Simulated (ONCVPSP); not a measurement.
What one change does to a pseudopotential (holmium, ONCV)

ONCVPSP 4.0.1 input, shortened (lines: element, Z, core and valence counts, functional; n l f; lmax; l rc ep ncon nbas qcut; lloc lpopt rc5 dvloc0; l nproj debl; icmod fcfact rcfact), LDA (Perdew-Wang 92), scalar-relativistic:

```
  Ho 67.00   10    5  -001012      upf
    1    0    2.00
    2    0    2.00
    2    1    6.00
    3    0    2.00
    3    1    6.00
    3    2   10.00
    4    0    2.00
    4    1    6.00
    4    2   10.00
    4    3   10.00
    5    0    2.00
    5    1    6.00
    5    2    1.00
    6    0    1.00
    6    1    1.00
    2
    0    2.25    0.00    5    9    6.70
    1    2.40    0.00    3    7    5.80
    2    3.35    0.00    4    8    5.50
    4    5    1.80    3.00
    0    2    3.00
    1    2    3.70
    2    3    3.80
    1    0.60    0.00
```

Change: all radii but the core radius scaled by about 1.07 (s 2.40, p 2.56, d 3.58 bohr); local potential polynomial inside 1.92 bohr (lpopt 5, dvloc0 3 Ha).

Cutoffs: the cutoffs (Ha) at which the residual kinetic energy of the hardest occupied pseudo-wave falls to 1 and 0.1 mHa per electron; they do not see the model core or the augmentation charge, which bear on the density cutoff. Errors are all-electron minus pseudo energies relative to the spin-unpolarised reference configuration.

Task: How do hardness, ghosts and transferability respond?

Result: The potential gets neither clearly harder nor softer (15 Ha and 17 Ha → 13 Ha and 16 Ha); of the 4 tests that both files solve, the error grows in 4 and shrinks in 0 by more than 15 % and 0.3 meV (median size 6.7 → 30.8 meV); neither file shows a bound ghost. More of the atom is replaced by a form fitted at one configuration, so other configurations suffer.

| quantity | base | changed |
| --- | --- | --- |
| cutoff, loose | 15 Ha | 13 Ha |
| cutoff, tight | 17 Ha | 16 Ha |
| loose cutoff by channel | s 15 Ha, p 8.5 Ha, d 8.1 Ha | s 13 Ha, p 8.6 Ha, d 7.6 Ha |
| bound ghosts | none | none |
| GHOST(+) flags under 300 eV | none | none |
| error for 5s2 5p6 5d1 6s2 6p0, meV [ΔE -3.18 eV] | -1.9 | +12 |
| error for 5s2 5p6 5d1 6s1 6p0, meV [ΔE 3.96 eV] | -2.9 | +8.7 |
| error for 5s2 5p6 5d1 6s0 6p0, meV [ΔE 16.84 eV] | -39 | +154 |
| error for 5s2 5p6 5d1.5 6s1.5 6p0, meV [ΔE -2.08 eV] | -10 | +50 |
| rms error of d²Exc/dni dnj with the model core, mHa | 0.29 | 0.39 |
